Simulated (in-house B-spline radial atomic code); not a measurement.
## Ionising Ge8+ with different functionals

Computed with an all-electron radial atomic-structure program (B-spline basis): non-relativistic Hamiltonian, point nucleus, spin-polarised at highest spin, spherical fractional occupations for the functionals, the average over the highest-spin determinants for Hartree-Fock. The ionisation energy is the difference of two self-consistent energies, [Ar] 3d6 → [Ar] 3d5, without Breit or QED terms; ε is the level of the shell that loses the electron (its least bound occupied spin orbital). There is no spin-orbit coupling in this Hamiltonian.

Hybrids are left out here: with spherical fractional occupations of an open shell their exact exchange keeps a self-interaction that integer-occupation calculations don't have.

```csv
method,rung,ΔSCF (eV),-ε(3d) (eV)
Hartree-Fock,Hartree-Fock,206.54,209.32
LDA VWN5,LDA,209.59,193.27
LDA PW92,LDA,209.58,193.26
LDA exchange-only,LDA,206.83,190.61
PBE,GGA,209.06,192.78
PBEsol,GGA,209.02,192.74
BLYP,GGA,209.03,192.72
RPBE,GGA,?,?
PW91,GGA,209.31,193.01
BP86,GGA,209.29,192.98
AM05,GGA,209.07,192.80
OLYP,GGA,209.32,193.13
TPSS,meta-GGA,208.69,192.48
SCAN,meta-GGA,207.61,191.72
r2SCAN,meta-GGA,?,?
M06-L,meta-GGA,207.62,191.71
revTPSS,meta-GGA,208.31,192.17
```

Q: What does RPBE give?

A: ΔSCF 208.90 eV, and -ε(3d) = 192.65 eV.

Q: What does r2SCAN give?

A: ΔSCF 207.72 eV, and -ε(3d) = 191.84 eV.

Q: How do they compare with the NIST value?

A: NIST lists 212 eV ± 2.1 (tabulated theory, ground level to ground level). Errors run from -5.96 to -2.91 eV. The correlated functionals all miss on the same side by more than they spread, so the cause is common to them (relativity, Breit-QED terms, multiplet and fine-structure energies, or a listed next ion that isn't the cheapest removal here) and closeness doesn't rank the functionals. Hartree-Fock also lacks correlation.
